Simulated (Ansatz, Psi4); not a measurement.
Two rigid molecules brought together: H3N ··· H3Al (SMILES N and [AlH3]). Monomers: optimised at B3LYP-D3(BJ) (def2-TZVP), held rigid. Orientation: a higher rigid-body minimum at GFN2-xTB. The monomers approach along the line of their centres of mass (distance R); nothing else relaxes.

Geometry at R = 2.49 Å (first 4 atoms: monomer A):
```
8

N      0.0008    -0.0014     0.2791
H     -0.7298    -0.5967    -0.0938
H     -0.1527     0.9309    -0.0880
H      0.8817    -0.3327    -0.0972
Al    -0.0078     0.0169    -2.2812
H     -1.4867     0.5733    -2.2726
H      1.2136     1.0195    -2.2784
H      0.2497    -1.5421    -2.2935
```

Computed with: PBE/def2-TZVP, counterpoise-corrected (Psi4); PBE-D3(BJ)/def2-TZVP, counterpoise-corrected (Psi4); wB97M-V/def2-TZVP, counterpoise-corrected (Psi4); CCSD(T)/aug-cc-pVTZ = CCSD(T) on RHF/aug-cc-pVTZ, frozen core, counterpoise-corrected (Ansatz, an electronic-structure program).

Interaction energies in kcal/mol; the last columns give the difference from CCSD(T):

```tsv
R / Å	PBE/def2-TZVP	PBE-D3(BJ)/def2-TZVP	wB97M-V/def2-TZVP	CCSD(T)/aug-cc-pVTZ	PBE/def2-TZVP − CCSD(T)/aug-cc-pVTZ	PBE-D3(BJ)/def2-TZVP − CCSD(T)/aug-cc-pVTZ	wB97M-V/def2-TZVP − CCSD(T)/aug-cc-pVTZ
1.93	18.24	16.74	17.90	20.52	-2.28	-3.79	-2.62
2.06	7.41	5.94	7.29	9.40	-1.99	-3.46	-2.11
2.35	-3.51	-4.90	-3.27	-1.85	-1.66	-3.05	-1.42
2.49	-5.25	-6.58	-4.91	-3.70	-1.54	-2.88	-1.21
2.67	-5.85	-7.11	-5.45	-4.47	-1.38	-2.64	-0.99
2.86	-5.46	-6.62	-5.04	-4.27	-1.19	-2.35	-0.77
3.11	-4.35	-5.37	-3.94	-3.42	-0.92	-1.95	-0.52
3.47	-2.73	-3.53	-2.38	-2.15	-0.58	-1.38	-0.23
3.96	-1.26	-1.78	-1.01	-0.99	-0.27	-0.79	-0.02
4.72	-0.28	-0.51	-0.18	-0.24	-0.04	-0.27	0.06
5.62	0.04	-0.04	0.05	-0.01	0.05	-0.04	0.06
6.90	0.08	0.06	0.07	0.04	0.04	0.02	0.03
```

PBE/def2-TZVP is furthest from CCSD(T)/aug-cc-pVTZ at 1.93 (-2.28 kcal/mol, below); its mean absolute difference over the points is 1.00 kcal/mol.

PBE-D3(BJ)/def2-TZVP is furthest from CCSD(T)/aug-cc-pVTZ at 1.93 (-3.79 kcal/mol, below); its mean absolute difference over the points is 1.88 kcal/mol.

wB97M-V/def2-TZVP is furthest from CCSD(T)/aug-cc-pVTZ at 1.93 (-2.62 kcal/mol, below); its mean absolute difference over the points is 0.84 kcal/mol.
